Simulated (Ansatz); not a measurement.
The cluster Li₆H₅, relaxed as a doublet with UKS r2SCAN-D4/def2-TZVP in Ansatz, starting from the GFN2-xTB geometry. Force threshold 0.02 eV/Å.

The structure comes from a short search, and lower isomers may exist.

Start:

```csv
atom,x (Å),y (Å),z (Å)
Li1,1.1985,-1.4502,0.1081
Li2,1.6051,0.7359,1.2119
Li3,-1.1374,-0.7613,-1.4708
Li4,0.6857,0.9196,-2.0989
Li5,-1.3304,1.7118,-0.9218
Li6,-1.0085,-0.1980,1.2109
H7,-1.9956,0.1658,-0.3332
H8,2.2952,-0.6620,0.8465
H9,0.3671,-1.3932,-1.2615
H10,0.6609,1.4663,0.1449
H11,-1.3406,-0.5348,2.5639
```

Problem. Estimate the energy that the relaxation releases and the steps that it takes.

Solution. 294.7 kJ/mol, in 15 steps; 22 s on 4 threads of Arm Neoverse V2 on a shared host. No frequencies were taken in this run, so the end may be a saddle point.

Problem. Does the start keep its bonding?

Solution. Bonds formed: Li1–H11, Li2–H11, Li4–H8, Li5–H10 (atoms count from 1). Metal–metal contacts that move far: Li4–Li6 3.88 to 2.86 Å, Li2–Li4 3.44 to 2.58 Å, Li1–Li3 2.90 to 3.63 Å, Li1–Li4 3.28 to 2.58 Å.

Problem. Predict the relaxed structure.

Solution. 
Cartesian coordinates in Å:
```
Li 1.092 -1.613 0.631
Li 1.207 0.694 1.502
Li -1.348 -0.649 -1.881
Li 1.156 0.340 -1.052
Li -1.221 1.837 -0.945
Li -1.065 -0.196 0.660
H -2.227 0.361 -0.666
H 2.226 -0.231 0.322
H -0.054 -1.195 -0.737
H 0.075 1.385 0.236
H 0.160 -0.735 1.930
```
Bond lengths (bridged metal pairs left out): 3 × Li–Li 2.81 to 2.86 Å; 13 × H–Li 1.81 to 1.85 Å.
